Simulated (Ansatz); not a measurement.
A calculation with Ansatz (development build ahead of 0.2.0).

```yaml
crystal:
  periodic: [false, false, false]
  atoms:
    - { symbol: Cr, position_ang: [0.0, 0.0, 0.0] }
    - { symbol: Cl, position_ang: [0.0, 0.0, 2.5415] }
basis:
  gaussian: { orbitals: pcseg-2 }
magnetization:
  spin_polarized: true
  initial_magnetization: 5
hamiltonian:
  xc: r2scan
```

The input is written out in the form of the current development build from the run's settings.

Results

```yaml
Converged: yes
Total_energy: -1504.67789 hartree
Spin_squared_of_the_determinant: 8.799
Stability_test: minimum
```
